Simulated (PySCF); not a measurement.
A structure optimised at B3LYP-D3(BJ)/def2-SVP, used in a PySCF frequency run:

```
Sb
Cl 1 2.3844
Cl 1 2.3844 2 98.29
Cl 1 2.3844 2 98.29 3 99.71
```

Problem. Write its SMILES, formula and point group.

Solution. [Cl][Sb]([Cl])[Cl], Cl3Sb, C3v

Problem. What are its rotational constants (standard atomic weights)?

Solution. 1.6454, 1.6454, 1.0957 GHz
